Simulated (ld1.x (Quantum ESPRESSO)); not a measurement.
## Logarithmic derivatives: Cd, TM semilocal

Cd (Z = 48), norm-conserving Troullier–Martins (semilocal form), made with ld1.x (Quantum ESPRESSO) 7.5 (BLYP, scalar-relativistic). Core [Ar] 3d10 4s2, reference 4p6 4d10 5s0.5 5p0 (charge +1.5). Waves: 4p (bound): rc 1.40 bohr; 4d (bound): rc 1.40 bohr; 5s (bound): rc 2.00 bohr. Local part: the s channel. Core correction: none.

The phase is arctan(r·u′/u) with u = r·R(r), unwrapped; energies in Ry, scanned from -8 to 5 Ry. A pole is an energy at which the radial function vanishes at the test radius. The pseudo phase is shifted by a multiple of π to meet the all-electron one at the reference energy, and phase errors are pseudo minus all-electron; the curves can meet again beyond the range given. Levels narrower than the energy grid can be missing from the lists of poles.

**Question.** For each channel, where are the poles, and over which energies does the pseudopotential scatter like the atom?

**Answer.**

| channel | radius (bohr) | reference energy (Ry) | poles, all-electron | poles, pseudo | unbroken range about the reference energy with phases within 0.05 rad | phase error 1 Ry above the reference energy (rad) |
| --- | --- | --- | --- | --- | --- | --- |
| s | 2.19 | -1.27 | 2.48 | 2.00 | below 2.7 | -0.011 |
| p | 2.19 | -5.92 | -5.84, 4.15 | -5.84, 3.65 | below -0.9 | -0.001 |
| d | 2.19 | -1.85 | -1.45 | -1.45 | the whole range | +0.000 |

Phases in the s channel:

| E (Ry) | all-electron | pseudo |
| --- | --- | --- |
| -8.00 | 1.395 | 1.380 |
| -7.52 | 1.382 | 1.371 |
| -7.04 | 1.370 | 1.361 |
| -6.56 | 1.358 | 1.350 |
| -6.08 | 1.344 | 1.337 |
| -5.60 | 1.328 | 1.321 |
| -5.12 | 1.309 | 1.303 |
| -4.64 | 1.285 | 1.279 |
| -4.16 | 1.255 | 1.249 |
| -3.68 | 1.214 | 1.208 |
| -3.20 | 1.157 | 1.151 |
| -2.72 | 1.070 | 1.064 |
| -2.24 | 0.923 | 0.918 |
| -1.76 | 0.637 | 0.634 |
| -1.28 | 0.058 | 0.058 |
| -0.80 | -0.655 | -0.660 |
| -0.32 | -1.066 | -1.077 |
| 0.16 | -1.268 | -1.283 |
| 0.64 | -1.381 | -1.399 |
| 1.12 | -1.453 | -1.476 |
| 1.60 | -1.504 | -1.532 |
| 2.08 | -1.543 | -1.578 |
| 2.56 | -1.575 | -1.621 |
| 3.04 | -1.604 | -1.665 |
| 3.52 | -1.629 | -1.716 |
| 4.00 | -1.655 | -1.787 |
| 4.48 | -1.681 | -1.909 |
| 4.96 | -1.709 | -2.205 |
